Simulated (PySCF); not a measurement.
Radial density of In²³⁺ (indium, charge +23)

BP86, [Ar] 3d8, high-spin 3F determinant. Computed with PySCF 2.14 in an even-tempered Gaussian basis (19 s from 2.7 bohr⁻², ratio 2.5; 13 p from 3.5 bohr⁻², ratio 2.5; 8 d from 3.5 bohr⁻², ratio 2.5; 4 f from 16 bohr⁻², ratio 2.7; 3 g from 24 bohr⁻², ratio 2.7), with scalar relativity by spin-free X2C-1e.

```tsv
r (bohr)	4πr²ρ (e/bohr)	4πr²(ρα − ρβ)
0.0220	63.07	-0.0001
0.0371	54.27	0.0196
0.0623	65.68	0.2320
0.105	76.41	1.5858
0.176	49.40	5.3526
0.297	56.16	6.4284
0.499	15.65	1.5748
0.839	0.2307	0.0276
1.41	0.0001233	0.0000
```

Densities and radii are taken from the X2C orbitals without a picture-change correction, which distorts them close to the nucleus.

Spin-orbit coupling, absent here, splits the open shell strongly.
